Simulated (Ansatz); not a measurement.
`[SiH3][SiH2][TeH]` + PH₃ → `P[TeH]` + disilane at 600 K and 1 bar (ligand exchange at a Te–Si bond).

Calculated with Ansatz (gas phase, PBE0-D4/def2-TZVP geometries, no zero-point term in ΔE). CCSD(T)/CBS is the MP2 limit (def2-TZVPP, def2-QZVPP) plus CCSD(T) − MP2 in def2-TZVPP, frozen cores. This one scheme is used for every species. def2 core potentials past Kr. For Te outer-core shells are correlated without core-valence functions, which leaves a few kJ/mol of doubt a bond.

```tsv
species	CCSD(T)/CBS energy (Eh)	H − E (kJ/mol)	S (J/(mol·K))
`[SiH3][SiH2][TeH]`	-849.49595	187.6	456.1
PH₃	-342.72256	86.3	240.2
`P[TeH]`	-610.46278	98.4	337.9
`[SiH3][SiH3]`	-581.74359	174.5	343.9
```

H − E and S are ideal-gas, rigid-rotor, harmonic terms from PBE0-D4/def2-TZVP. 1 Eh = 2625.50 kJ/mol, R = 8.31446 J/(mol·K).

By hand: ΔE, ΔH, ΔS and ΔG.

ΔE = (-610.46278) + (-581.74359) − (-849.49595) − (-342.72256) = 0.01214 Eh = 31.9 kJ/mol. Δ(H − E) = 98.4 + 174.5 − 187.6 − 86.3 = -1.0, so ΔH = 30.9 kJ/mol. ΔS = 337.9 + 343.9 − 456.1 − 240.2 = -14.5 J/(mol·K). ΔG = 30.9 − 600 × (-14.5)/1000 = 39.6 kJ/mol.

By hand: the equilibrium constant, and the temperature at which ΔG would vanish if ΔH and ΔS stayed fixed.

log₁₀ K = −ΔG/(RT ln 10) = -3.4. ΔH and −TΔS have one sign here, so there is no such temperature.

The number of gas molecules stays the same, so ΔS is small and ΔH decides. A doubt of 5 kJ/mol in ΔE shifts log₁₀ K by 0.4 here. Modes under 60 cm⁻¹, often nearly free rotors, make the harmonic entropy too high. These are equilibria of isolated gas molecules and say nothing of rates. Largest T1 diagnostic: 0.013 (customary marks: 0.02 for closed shells, 0.045 for open ones).
